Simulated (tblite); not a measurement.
Record of a relaxation.

Compound: C5H11NO2Si2.
Atom-mapped SMILES: `[CH3:1][O:2][SiH2:3][Si@H:4]([OH:5])[n:6]1[cH:7][cH:8][cH:9][cH:10]1` (hydrogens: H11, H12, H13 on C1; H14, H15 on Si3; H16 on Si4; H17 on O5; H18 on C7; H19 on C8; H20 on C9; H21 on C10)

Computed with GFN2-xTB (tblite), gas phase: L-BFGS steps from a force-field or distance-geometry start until the largest atomic force falls under 0.01 eV/Å. 8 of its 155 geometries are shown.

Step 0: E = -840.7635 eV, largest atomic force 2.688 eV/Å
```
atom  x, y, z in Å  |  force x, y, z in eV/Å
C1      3.973    0.746    0.289    0.066   0.692   0.045
O2      2.729    0.678    0.952   -0.970  -0.759  -1.682
Si3     1.588    0.226   -0.246    0.509   0.723   1.015
Si4    -0.034   -1.045    0.597   -0.586  -1.382   0.019
O5     -0.013   -2.592   -0.143    1.038   1.065   1.745
N6     -1.591   -0.275    0.272    2.587  -0.721   0.104
C7     -1.752    0.915   -0.366   -1.135   0.678  -0.279
C8     -3.097    1.183   -0.422    0.306   0.629  -0.419
C9     -3.719    0.105    0.194   -1.588  -0.645   0.528
C10    -2.782   -0.787    0.628   -0.961   0.772  -0.404
H11     4.566    1.614    0.628   -0.342  -0.348   0.070
H12     3.718    0.881   -0.772    1.197  -0.006   0.281
H13     4.525   -0.177    0.487    0.029   0.178  -0.240
H14     2.303   -0.510   -1.297   -0.050  -0.041  -0.102
H15     1.036    1.452   -0.831    0.466   0.137  -0.154
H16     0.113   -1.221    2.065   -0.344  -0.135  -0.197
H17     0.729   -3.089    0.286   -1.138   0.343  -0.886
H18    -0.997    1.560   -0.763    0.262  -0.365   0.182
H19    -3.616    2.041   -0.858    0.476  -0.478   0.235
H20    -4.786    0.019    0.313    0.019  -0.109   0.051
H21    -2.904   -1.708    1.142    0.159  -0.229   0.089
```

Step 22: E = -841.7791 eV, largest atomic force 0.211 eV/Å
```
atom  x, y, z in Å  |  force x, y, z in eV/Å
C1      4.131    0.780    0.337   -0.041  -0.086   0.019
O2      2.824    0.387    0.635   -0.105  -0.075  -0.090
Si3     1.593    0.196   -0.410    0.075   0.048  -0.191
Si4    -0.029   -0.949    0.718   -0.130  -0.013  -0.118
O5     -0.174   -2.448    0.094   -0.025   0.009   0.029
N6     -1.594   -0.286    0.299   -0.031   0.092   0.000
C7     -1.826    0.902   -0.335   -0.045   0.079  -0.024
C8     -3.165    1.145   -0.399   -0.021  -0.088  -0.010
C9     -3.802    0.044    0.231    0.034  -0.025  -0.047
C10    -2.814   -0.802    0.642   -0.020   0.034  -0.033
H11     4.415    1.636    0.953   -0.079  -0.061   0.016
H12     4.248    1.046   -0.713   -0.049   0.041  -0.020
H13     4.789   -0.061    0.553    0.136   0.014   0.050
H14     2.027   -0.547   -1.622    0.081  -0.036   0.110
H15     1.285    1.503   -1.016   -0.017   0.069   0.056
H16    -0.083   -1.065    2.176    0.112   0.007   0.164
H17     0.536   -3.080    0.080    0.060  -0.071   0.008
H18    -0.994    1.471   -0.699   -0.112   0.102  -0.018
H19    -3.645    1.996   -0.855    0.064  -0.147   0.109
H20    -4.863   -0.099    0.347    0.143   0.025   0.004
H21    -2.868   -1.751    1.140   -0.028   0.081  -0.013
```

Step 44: E = -841.8496 eV, largest atomic force 0.042 eV/Å
```
atom  x, y, z in Å  |  force x, y, z in eV/Å
C1      4.102    0.719    0.379    0.014  -0.006   0.008
O2      2.846    0.124    0.518    0.003   0.024   0.013
Si3     1.623    0.135   -0.550   -0.008   0.007  -0.020
Si4    -0.010   -0.894    0.670    0.010   0.021   0.026
O5     -0.226   -2.438    0.188    0.020   0.005  -0.014
N6     -1.579   -0.205    0.308    0.016  -0.019  -0.018
C7     -1.870    0.973   -0.325    0.010  -0.002  -0.004
C8     -3.220    1.134   -0.395    0.003  -0.006   0.007
C9     -3.798    0.003    0.227   -0.008  -0.022   0.021
C10    -2.771   -0.785    0.643    0.010  -0.013  -0.002
H11     4.187    1.557    1.074   -0.032  -0.003  -0.016
H12     4.263    1.083   -0.636    0.011  -0.002   0.020
H13     4.872   -0.016    0.621    0.005  -0.031  -0.003
H14     2.059   -0.560   -1.782   -0.024  -0.002   0.003
H15     1.390    1.511   -1.021   -0.015   0.012  -0.002
H16     0.087   -0.907    2.143   -0.003   0.022  -0.036
H17     0.495   -3.057    0.120   -0.017  -0.013   0.020
H18    -1.085    1.606   -0.686    0.026   0.020   0.002
H19    -3.748    1.955   -0.839    0.004   0.017  -0.003
H20    -4.846   -0.191    0.348   -0.022  -0.006  -0.003
H21    -2.781   -1.729    1.148   -0.002  -0.005   0.000
```

Step 66: E = -841.8558 eV, largest atomic force 0.034 eV/Å
```
atom  x, y, z in Å  |  force x, y, z in eV/Å
C1      4.099    0.691    0.394    0.010  -0.002  -0.010
O2      2.826    0.127    0.476   -0.002  -0.009  -0.011
Si3     1.610    0.165   -0.599   -0.007   0.015   0.017
Si4     0.005   -0.873    0.648    0.003   0.005  -0.034
O5     -0.211   -2.428    0.206    0.011   0.008   0.012
N6     -1.571   -0.210    0.282   -0.006   0.002  -0.004
C7     -1.874    0.982   -0.320    0.003   0.001   0.003
C8     -3.225    1.136   -0.375    0.004  -0.005  -0.002
C9     -3.792   -0.013    0.226   -0.004   0.003  -0.009
C10    -2.756   -0.805    0.614   -0.004  -0.002  -0.007
H11     4.167    1.530    1.089    0.005   0.005   0.005
H12     4.319    1.051   -0.612   -0.011  -0.005  -0.018
H13     4.838   -0.062    0.670    0.005  -0.006   0.010
H14     2.017   -0.518   -1.845    0.018   0.003  -0.006
H15     1.373    1.549   -1.047    0.008  -0.010   0.005
H16     0.129   -0.843    2.116   -0.015   0.011   0.027
H17     0.485   -3.077    0.255    0.001   0.002  -0.001
H18    -1.094    1.628   -0.671   -0.006   0.003   0.008
H19    -3.761    1.966   -0.796    0.007  -0.009   0.013
H20    -4.838   -0.218    0.348   -0.010  -0.004   0.003
H21    -2.754   -1.760    1.097   -0.009  -0.006  -0.001
```

Step 88: E = -841.8624 eV, largest atomic force 0.071 eV/Å
```
atom  x, y, z in Å  |  force x, y, z in eV/Å
C1      4.131    0.617    0.361    0.029   0.004  -0.014
O2      2.845    0.084    0.450   -0.016   0.005   0.008
Si3     1.617    0.210   -0.606   -0.070  -0.002   0.012
Si4    -0.001   -0.807    0.650   -0.030   0.017   0.034
O5     -0.156   -2.399    0.331    0.048  -0.024  -0.003
N6     -1.595   -0.231    0.214    0.020  -0.023  -0.003
C7     -1.917    1.001   -0.289    0.014  -0.017   0.011
C8     -3.270    1.143   -0.321    0.015   0.004  -0.023
C9     -3.820   -0.059    0.186    0.023  -0.003  -0.003
C10    -2.771   -0.867    0.502    0.004   0.003   0.013
H11     4.201    1.513    0.982   -0.009  -0.006  -0.010
H12     4.386    0.881   -0.665    0.005  -0.002  -0.011
H13     4.842   -0.126    0.725    0.023  -0.009   0.018
H14     2.009   -0.434   -1.879   -0.024   0.040   0.017
H15     1.406    1.623   -0.977    0.014  -0.058  -0.006
H16     0.085   -0.657    2.118    0.002  -0.007  -0.028
H17     0.571   -3.007    0.433   -0.036   0.026  -0.008
H18    -1.141    1.672   -0.598   -0.016   0.043   0.014
H19    -3.814    1.999   -0.668   -0.025   0.005  -0.008
H20    -4.864   -0.280    0.300    0.037  -0.015  -0.011
H21    -2.752   -1.860    0.903   -0.007   0.018   0.001
```

Step 110: E = -841.8811 eV, largest atomic force 0.097 eV/Å
```
atom  x, y, z in Å  |  force x, y, z in eV/Å
C1      4.189    0.457    0.241    0.005  -0.002   0.035
O2      2.878    0.014    0.412   -0.045  -0.070  -0.014
Si3     1.582    0.299   -0.528   -0.001   0.025   0.040
Si4    -0.014   -0.688    0.768   -0.021   0.002  -0.060
O5     -0.072   -2.301    0.533   -0.050   0.032   0.017
N6     -1.594   -0.180    0.220   -0.008  -0.030  -0.013
C7     -1.975    1.079   -0.159    0.015  -0.014   0.039
C8     -3.330    1.125   -0.291    0.018   0.017   0.016
C9     -3.816   -0.168    0.021    0.001   0.020  -0.017
C10    -2.732   -0.930    0.329   -0.013  -0.015  -0.036
H11     4.279    1.482    0.600    0.032   0.076  -0.043
H12     4.487    0.417   -0.807    0.012   0.012  -0.007
H13     4.850   -0.181    0.830   -0.002  -0.031  -0.004
H14     1.824   -0.248   -1.880    0.006   0.030   0.021
H15     1.415    1.743   -0.753    0.026   0.037  -0.035
H16    -0.036   -0.455    2.222    0.070   0.006   0.067
H17     0.709   -2.834    0.651   -0.001  -0.036  -0.006
H18    -1.240    1.847   -0.301   -0.005  -0.011   0.000
H19    -3.917    1.979   -0.570    0.001  -0.023  -0.018
H20    -4.842   -0.479    0.019   -0.007  -0.010  -0.019
H21    -2.655   -1.962    0.598   -0.033  -0.013   0.036
```

Step 132: E = -841.9025 eV, largest atomic force 0.015 eV/Å
```
atom  x, y, z in Å  |  force x, y, z in eV/Å
C1      4.208    0.338    0.130    0.001  -0.002   0.004
O2      2.884   -0.017    0.385    0.001  -0.004   0.002
Si3     1.550    0.414   -0.442   -0.001  -0.004   0.002
Si4    -0.016   -0.602    0.876    0.000  -0.004   0.013
O5     -0.065   -2.219    0.678   -0.005   0.003   0.001
N6     -1.613   -0.151    0.330    0.001  -0.004  -0.006
C7     -2.027    1.111    0.001    0.005   0.001   0.007
C8     -3.354    1.092   -0.305    0.003  -0.002  -0.001
C9     -3.786   -0.247   -0.158    0.003   0.001  -0.001
C10    -2.703   -0.971    0.233   -0.001  -0.005  -0.007
H11     4.337    1.420    0.191   -0.010  -0.008  -0.006
H12     4.513    0.007   -0.865    0.001   0.005  -0.010
H13     4.840   -0.143    0.878    0.003   0.008   0.002
H14     1.677   -0.029   -1.846   -0.001   0.007  -0.002
H15     1.477    1.881   -0.553   -0.006   0.003   0.006
H16     0.016   -0.337    2.328   -0.005  -0.003  -0.005
H17     0.721   -2.751    0.760    0.001   0.000   0.006
H18    -1.330    1.927    0.014   -0.004  -0.001  -0.007
H19    -3.957    1.929   -0.601    0.008  -0.005  -0.001
H20    -4.778   -0.621   -0.326   -0.002   0.014   0.004
H21    -2.603   -2.014    0.448    0.007   0.001   0.000
```

Step 154: E = -841.9040 eV, largest atomic force 0.009 eV/Å
```
atom  x, y, z in Å  |  force x, y, z in eV/Å
C1      4.206    0.316    0.091    0.002   0.001  -0.003
O2      2.888   -0.038    0.378   -0.003  -0.007  -0.002
Si3     1.540    0.433   -0.404    0.001  -0.006  -0.001
Si4    -0.021   -0.599    0.907    0.003   0.001   0.008
O5     -0.056   -2.217    0.725   -0.005  -0.002  -0.007
N6     -1.608   -0.156    0.327    0.001  -0.004   0.002
C7     -2.023    1.110    0.017    0.001  -0.002  -0.003
C8     -3.345    1.090   -0.309    0.005   0.003  -0.007
C9     -3.773   -0.254   -0.195   -0.001   0.001   0.003
C10    -2.691   -0.980    0.197   -0.001   0.003   0.006
H11     4.321    1.402    0.081    0.001   0.001   0.001
H12     4.505   -0.073   -0.885    0.003   0.004  -0.002
H13     4.851   -0.108    0.861   -0.003   0.002  -0.001
H14     1.629    0.045   -1.827   -0.001   0.004   0.006
H15     1.479    1.904   -0.454    0.001   0.006   0.000
H16    -0.018   -0.323    2.357    0.003   0.002   0.001
H17     0.733   -2.741    0.823    0.001  -0.003   0.003
H18    -1.329    1.928    0.052   -0.008   0.000   0.002
H19    -3.949    1.929   -0.597    0.005   0.004  -0.004
H20    -4.761   -0.625   -0.384   -0.004  -0.002   0.000
H21    -2.587   -2.026    0.396   -0.003  -0.007  -0.002
```

**Question.** Summarise the path.

**Answer.** The energy falls by 110.04 kJ/mol from step 0 to step 154; nine tenths of that is first reached at step 24. It falls at every step. The largest force goes from 2.688 to 0.009 eV/Å. Among the bonds O2–Si3 changes most, from 1.715 to 1.628 Å; the atoms move by 0.727 Å rms after alignment.

The cost below is that of the whole relaxation. Hardware: Arm Neoverse N1, one thread, shared host with 64 logical CPUs at a one-minute load of 57. Cost: 2.9 s wall.
